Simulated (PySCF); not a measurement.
Input for PySCF: R-BP86/LANL2DZ on BrHSi (SMILES [SiH]Br), a point of a bond scan (R = 1.219 Å).

```python
from pyscf import gto, scf, dft, mp
from pyscf.data.elements import chemcore

mol = gto.M(
    atom='''
    Si   -0.89669569   -0.76104712    1.06218335
    H    -1.69335151   -1.13564040    0.21865060
    Br    0.41275014    0.33954138   -0.42509526
    ''',
    basis='lanl2dz',
    ecp={'Br': 'lanl2dz', 'Si': 'lanl2dz'},
    charge=0, spin=0, verbose=3, max_memory=1800)
mf = dft.RKS(mol, xc='b88,p86')
mf.conv_tol = 1e-8
mf.max_cycle = 100
mf.kernel()
if not mf.converged:
    mf = mf.newton().run(mf.mo_coeff, mf.mo_occ)
```

Task: Give the final energy of this run.

Result: -17.6147 hartree.
